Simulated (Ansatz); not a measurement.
Task: Name a neutral molecule of C, F, O, S, Si and H with LUMO energy (PBE/def2-TZVPP) between -0.90 and -0.60 eV and HOMO energy (PBE/def2-TZVPP) between -6.70 and -6.40 eV (Ansatz, PBE0-D4/def2-TZVP geometry).

Result: `CO[SiH](F)S` (-0.69 eV, -6.59 eV). Other molecules can fit too; these were computed, each in one conformer that needn't be the lowest.
